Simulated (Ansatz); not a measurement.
The cluster TaS2. The state is a doublet with charge 0. Geometry r2SCAN-D4/def2-TZVP.

```xyz
3

Ta   -0.230   -0.778   -1.124
S     0.576    1.103   -0.026
S    -0.346   -0.325    1.151
```

In the def2 sets Ta takes a core potential; there is no spin–orbit coupling. At PBE-D4/def2-TZVP, revPBE-D4/def2-TZVP, r2SCAN-D4/def2-TZVP, PBE0-D4/def2-TZVP the charge 0 doublet is spin-contaminated (final ⟨S²⟩ up to 1.50, 0.75 for a pure state). No other spin state of charge 0 was run. The geometry of the doublet was relaxed on an unsound state (⟨S²⟩ 1.50, where a pure state has 0.75). Another isomer (doublet) lies 2.44 eV lower at PBE0-D4/def2-TZVP; other spin states weren't run for this one.

(1) Estimate the α-spin orbital energies around the gap (eV) in Ansatz with LDA (SPW92)/def2-TZVP, PBE-D4/def2-TZVP, revPBE-D4/def2-TZVP, r2SCAN-D4/def2-TZVP, PBE0-D4/def2-TZVP.

Results:

(1) 
```
orbital  LDA (SPW92)/def2-TZVP  PBE-D4/def2-TZVP  revPBE-D4/def2-TZVP  r2SCAN-D4/def2-TZVP  PBE0-D4/def2-TZVP
 HOMO−5                  -9.48             -9.22                -9.14                -9.48             -10.38
 HOMO−4                  -8.88             -8.58                -8.49                -8.79              -9.74
 HOMO−3                  -7.50             -7.23                -7.15                -7.33              -8.24
 HOMO−2                  -5.98             -5.72                -5.65                -5.77              -6.56
 HOMO−1                  -4.94             -4.82                -4.78                -5.10              -5.82
   HOMO                  -4.33             -4.34                -4.31                -4.76              -5.71
   LUMO                  -4.00             -3.37                -3.27                -3.19              -2.50
 LUMO+1                  -3.60             -3.33                -3.20                -3.05              -2.45
 LUMO+2                  -3.56             -3.21                -3.11                -2.99              -2.34
 LUMO+3                  -3.49             -3.19                -3.03                -2.82              -2.29
 LUMO+4                  -1.69             -1.41                -1.31                -1.11              -0.37
 LUMO+5                  -0.91             -0.67                -0.57                -0.46              -0.05
 β HOMO                  -4.60             -4.53                -4.49                -4.84              -5.53
 β LUMO                  -3.69             -3.29                -3.14                -2.84              -2.29
```
